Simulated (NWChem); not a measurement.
Molecule: CH3ClF2Ge; SMILES [CH3][Ge]([F])([F])[Cl]

```xyz
8

C     -1.5741    -1.3539    -0.0015
Ge     0.0288    -0.3060    -0.0001
F      1.0232    -0.6684    -1.3608
F      1.0214    -0.6699     1.3616
Cl    -0.2858     1.8007     0.0010
H     -2.1902    -1.0787    -0.8681
H     -2.1351    -1.1637     0.9234
H     -1.3068    -2.4181    -0.0601
```
Atoms are numbered in this order, from 1.

Geometry: optimised at PBE0/def2-SVP.

Problem. Give the principal values of the shielding tensors (ppm) of C1, Ge2, F3, F4, Cl5 from PBE0/pcSseg-1, GIAO (NWChem), with their diamagnetic and paramagnetic parts as GIAO splits them.

Solution. 
```tsv
atom	σ11	σ22	σ33	isotropic	diamagnetic	paramagnetic
C1	171.6	172.9	196.5	180.3	255.3	-75.0
Ge2	1178.2	1191.6	1390.6	1253.5	2757.1	-1503.6
F3	237.1	295.8	375.2	302.7	477.2	-174.5
F4	236.8	296.6	375.1	302.8	477.2	-174.4
Cl5	742.5	792.5	1055.6	863.5	1148.1	-284.6
```
